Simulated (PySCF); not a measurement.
Species: C₄H₁₀N₂P₂S.
Numbering: `[CH3:1][N:2]1[CH:3]=[CH:4][N:5]([CH3:6])[P:7]1([PH2:8])=[S:9]` (hydrogens: H10, H11, H12 on C1; H13 on C3; H14 on C4; H15, H16, H17 on C6; H18, H19 on P8)

Method: PBE0-D3(BJ)/def2-SVP geometry optimisation, gas phase in PySCF; density fitting, grid level 1; the optimiser is geomeTRIC in internal coordinates, started from a GFN2-xTB structure with every atom displaced at random (about 0.01 Å).

Geometry at step 0:
```
atom  x, y, z in Å
C1      2.4897    0.8616   -0.0186
N2      1.2633    0.0925   -0.0784
C3      1.2005   -1.2245   -0.5458
C4      0.0472   -1.7640   -0.3920
N5     -0.9042   -0.8883    0.1801
C6     -2.2481   -1.2390    0.5553
P7     -0.2364    0.6536    0.4021
P8     -1.0000    1.8984   -1.3165
S9     -0.4192    1.5257    2.1587
H10     2.7542    1.2497   -1.0044
H11     3.2849    0.3027    0.4031
H12     2.2877    1.7446    0.6357
H13     2.0810   -1.6634   -0.9427
H14    -0.3167   -2.7586   -0.6293
H15    -2.6339   -0.4898    1.2361
H16    -2.2543   -2.1907    1.0830
H17    -2.8982   -1.2938   -0.3191
H18    -2.1735    2.1920   -0.5805
H19    -0.3548    2.9983   -0.8060
```

Q: Give the atomic forces at this geometry.

A: 
```tsv
atom	Fx (eV/Å)	Fy (eV/Å)	Fz (eV/Å)
C1	-1.978	1.305	-0.052
N2	0.939	0.098	-0.094
C3	3.034	1.850	-0.147
C4	-4.554	-1.536	0.650
N5	0.324	0.150	0.038
C6	0.621	-0.065	-0.378
P7	-0.583	0.411	0.905
P8	-0.381	-1.104	-0.382
S9	0.047	-0.252	-0.761
H10	0.306	0.045	-0.353
H11	1.127	-0.833	0.563
H12	0.236	-0.451	-0.203
H13	0.880	-0.505	-0.407
H14	0.269	-0.201	-0.137
H15	-0.175	0.431	0.373
H16	-0.080	-0.419	0.178
H17	-0.380	-0.106	-0.276
H18	-0.277	0.076	0.070
H19	0.625	1.105	0.412
```

The largest, 4.85 eV/Å, acts on C4; the rms over all components is 0.970 eV/Å. The forces sum to zero within rounding, as they must for an isolated molecule in no field.

Q: Give the force on C4 in Eh/bohr and in nN.

A: 4.850 eV/Å ÷ 51.422 = 0.09432 Eh/bohr, and 4.850 eV/Å × 1.602 = 7.77 nN.

Q: How far is this geometry from the end of the optimisation?

A: 0.293 eV above it, and 0.075 Å rms away after alignment. The bonds farthest from their final lengths, with half the difference of the two atoms' forces along the bond (positive lengthens):

| bond | now (Å) | final (Å) | force along bond (eV/Å) |
| --- | --- | --- | --- |
| C3=C4 | 1.282 | 1.346 | +4.17 |
| P8–H19 | 1.374 | 1.429 | +1.27 |
| C1–H11 | 1.059 | 1.101 | +1.85 |
| P7=S9 | 1.970 | 1.935 | -0.92 |
| C3–H13 | 1.061 | 1.088 | -0.36 |
| N2–P7 | 1.672 | 1.697 | +0.88 |

The angle farthest from its final value is N5–C4–H14, 115.5° against 120.0°.

Of the 6 listed bonds off by 0.010 Å or more, this force points towards the final length in 5.

The cost below is that of the whole optimisation. On one thread of an Intel Xeon Platinum 8488C (shared host), this took 2.7 min wall and 0.90 GiB of memory at its peak.
